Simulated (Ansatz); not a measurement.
```yaml
atoms:
  - { symbol: C, position_ang: [0.0000, 0.7050, 0.0000] }
  - { symbol: C, position_ang: [-1.4100, 0.7050, 0.0000] }
  - { symbol: C, position_ang: [-1.4100, -0.7050, 0.0000] }
  - { symbol: C, position_ang: [0.0000, -0.7050, 0.0000] }
  - { symbol: C, position_ang: [1.2211, 1.4100, 0.0000] }
  - { symbol: C, position_ang: [2.4422, 0.7050, 0.0000] }
  - { symbol: C, position_ang: [2.4422, -0.7050, 0.0000] }
  - { symbol: C, position_ang: [1.2211, -1.4100, 0.0000] }
  - { symbol: C, position_ang: [3.8522, 0.7050, 0.0000] }
  - { symbol: C, position_ang: [3.8522, -0.7050, 0.0000] }
  - { symbol: H, position_ang: [-2.1772, 1.4722, 0.0000] }
  - { symbol: H, position_ang: [-2.1772, -1.4722, 0.0000] }
  - { symbol: H, position_ang: [1.2211, 2.4950, 0.0000] }
  - { symbol: H, position_ang: [1.2211, -2.4950, 0.0000] }
  - { symbol: H, position_ang: [4.6194, 1.4722, 0.0000] }
  - { symbol: H, position_ang: [4.6194, -1.4722, 0.0000] }
```

Basis set: def2-TZVP (spherical functions). Charge 0, multiplicity 3.

Computed with Ansatz (development build ahead of 0.2.0); each method stands on the lowest determinant of its kind that the runs found. Restricted functionals stand beside restricted open-shell atoms, which can lie above the unrestricted atoms usual in DFT and then raise those values.

The atomization energy at this shape (free ground-state atoms in the same class of orbitals less the molecule, no zero-point energy) of triplet C10H6:

| method | atomization energy |
| --- | --- |
| ωB97X (restricted open-shell) | 81.54 eV |
| PBE0 (unrestricted) | 83.13 eV |

(1) What does PBE0 (restricted open-shell) give?

## Answers

(1) 83.49 eV. Caution: another spin multiplicity may lie lower.

The shape needn't be a minimum at these levels.
